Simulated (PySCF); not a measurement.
## Ga: excitation energy

Ga [Ar] 3d10 4s2 4p1 (2P) → Ga [Ar] 3d10 4s1 4p1 5s1 (4P), as a difference of total energies. All numbers are calculated (PySCF 2.14, scalar relativity through the core potential, in aug-cc-pwCVDZ-PP with ECP10MDF). Correlated levels: valence: 3s2 3p6 3d10 frozen. The calculations carry no spin-orbit coupling.

```
           method  excitation energy (eV)
              UHF                   7.321
    MP2 (valence)                   8.013
SCS-MP2 (valence)                   8.231
   CCSD (valence)                   8.285
CCSD(T) (valence)                   8.302
  CCSDT (valence)                   8.308
```

Task: How much does correlation contribute at CCSD(T) (valence)?

Result: 8.302 − (7.321) = 0.981 eV, measured against UHF.

The upper state lies above the first ionisation limit, but in LS coupling its spin forbids autoionisation to the ground ion. A Rydberg-like electron needs more diffuse functions than a valence basis has.

The promoted electron is Rydberg-like, and one or two diffuse shells describe it only roughly, which tends to raise the upper state.
